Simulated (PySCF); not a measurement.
A species of formula C8H7N has this rotational fingerprint, computed with PBE0-D3(BJ)/def2-SVP geometry optimisation, gas phase (PySCF 2.14.0):

```
Rotational constants : A = 3885, B = 1639, C = 1153 MHz
Dipole components    : |μa| = 1.59 D, |μb| = 1.64 D, |μc| = 0.00 D
Inertial defect      : 0.00 u·Å²
κ                    : -0.64
```

Question: Which candidate fits, each taken in the one conformer that was computed?
A. indole (`c1ccc2[nH]ccc2c1`)
B. meta-tolunitrile (`Cc1cccc(C#N)c1`)
C. `[CH:1]#[C:2]/[C:3]([CH:4]=[CH2:5])=[C:6](/[CH3:7])[C:8]#[N:9]` with C2–C3–C4–C5 0°
D. 4-ethynylaniline, `C#CC1=CC=C(N)C=C1`

Answer: A. It is c1ccc2[nH]ccc2c1, an asymmetric top, point group Cs. The candidates at the same level (rigid rotor, commonest isotopes):

| SMILES | A (MHz) | B (MHz) | C (MHz) | μa (D) | μb (D) | μc (D) | Δ (u·Å²) | point group | rotor |
| --- | --- | --- | --- | --- | --- | --- | --- | --- | --- |
| c1ccc2[nH]ccc2c1 | 3885 | 1639 | 1153 | 1.59 | 1.64 | 0.00 | 0.00 | Cs | asymmetric top |
| C#C/C(C=C)=C(/C)C#N | 2291 | 1381 | 866.3 | 3.62 | 2.17 | 0.00 | -3.19 | Cs | asymmetric top |
| C#Cc1ccc(N)cc1 | 5615 | 982.7 | 836.7 | 3.06 | 0.00 | 0.79 | -0.27 | Cs | near-prolate asymmetric top |
| Cc1cccc(C#N)c1 | 3308 | 1197 | 883.9 | 4.71 | 1.00 | 0.05 | -3.17 | – | asymmetric top |

`C#Cc1ccc(N)cc1` has A 45 % too high; `Cc1cccc(C#N)c1` has B 27 % too low; `C#C/C(C=C)=C(/C)C#N` has A 41 % too low. In the right answer the mirror of this Cs structure is the ab plane, so μc vanishes by symmetry. No structure here is proved a minimum.
